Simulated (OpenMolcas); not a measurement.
Ti2+.

| Quantity | Value |
| --- | --- |
| Program | OpenMolcas |
| Method | RASSCF |
| Basis | ANO-RCC-VQZP [7s6p4d3f2g1h] |
| Scalar Hamiltonian | DKH2, point nucleus |
| Active space | 8 electrons in 8 orbitals (RAS1 3p, at most 2 holes; RAS2 3d) |
| State averaging | 2S+1 = 3 even, 10 roots; 2S+1 = 1 even, 15 roots |
| Spin-orbit coupling | RASSI with atomic mean-field integrals over the reference wave functions, term energies averaged over their components |

Levels without dynamic correlation, in cm-1 above 3d2 3F2:

```
  Level      E
3d2 3P0  13043
3d2 1D2  10511
3d2 1G4  18486
3d2 1S0  38135
```

On this reference, SS-RASPT2, IPEA 0.25 Eh, imaginary shift 0.1 Eh (closed shells correlated: 3s) puts 3d2 3P0 at 10880 cm-1.

Task: Estimate the other levels at that method by one scale factor, and say how well it serves.

Result: The factor is 10880 / 13043 = 0.834. Scaled values beside those that SS-RASPT2 gives and measured ones (Corliss and Sugar, J. Phys. Chem. Ref. Data 8, 1 (1979)):
| Level | Scaled | SS-RASPT2 | Miss (%) | Measured |
| --- | --- | --- | --- | --- |
| 3d2 1D2 | 8766 | 8350 | +5.0 | 8474 |
| 3d2 1G4 | 15417 | 14270 | +8.0 | 14398 |
| 3d2 1S0 | 31805 | 31100 | +2.3 | 32476 |
For these levels the scaled values miss SS-RASPT2 by up to 8.0 %, as correlation changes each term by its own factor, spin-orbit parts do not scale and CASPT2 has its own spread within terms. This holds within one configuration; levels of others move differently, and the target method has errors of its own against measurement.

CASPT2 breaks the degeneracy within a term, and the mean is taken; among the terms shown or strongly mixed into the levels shown the widest spread is 450 cm-1 (3d2 3F, SS-RASPT2). Active for correlation alone: 3p; no level in the range computed is led by a configuration that opens it, so any true level of that kind is missing. Without dynamic correlation excited terms often stand tens of per cent too high (terms of higher spin than the ground term too low), and those without a measured partner can miss by more than the paired ones (holds for RASSCF). Measured partners are found by configuration, term and J. A level has none where our copy of the source lacks it or the pairing is in doubt (some pairs that miss far off the trend of their configuration count as doubtful), and it then counts in no deviation. Levels of configurations outside the active space are missing.
